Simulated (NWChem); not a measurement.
System: CH5ClOSi; SMILES CO[SiH2]Cl

```xyz
9

Si     0.8836    -0.0704     0.1041
Cl    -0.4767    -1.6252    -0.0538
O      0.2036     1.3418    -0.4035
C     -0.9194     1.9632     0.1660
H      2.0295    -0.3367    -0.7947
H      1.2789     0.0032     1.5389
H     -0.7550     2.2147     1.2295
H     -1.1166     2.8969    -0.3807
H     -1.8156     1.3229     0.0953
```
Atoms are numbered in this order, from 1.

Program: NWChem. Coordinates come from a PBE0/def2-SVP optimisation. Total energies compare along this basis series because the functional is fixed.

| level | basis functions | energy (Ha) | highest occupied level (eV) | orbital gap (eV) | dipole (D) |
|---|---|---|---|---|---|
| PBE/pcseg-1 | 89 | -865.5747 | -7.11 | 6.70 | 1.69 |
| PBE/aug-pcseg-1 | 145 | -865.5865 | -7.14 | 6.41 | 1.44 |
| PBE/pcseg-2 | 198 | -865.7194 | -7.12 | 6.54 | 1.47 |
| PBE/STO-3G | 33 | -855.6894 | -3.32 | 6.94 | 2.46 |
| PBE/def2-SVP | 89 | -865.2948 | (withheld) | 6.90 | 1.41 |

**Question.** Complete the blanks.

**Answer.** 
- PBE/def2-SVP, highest occupied level (eV): -6.89
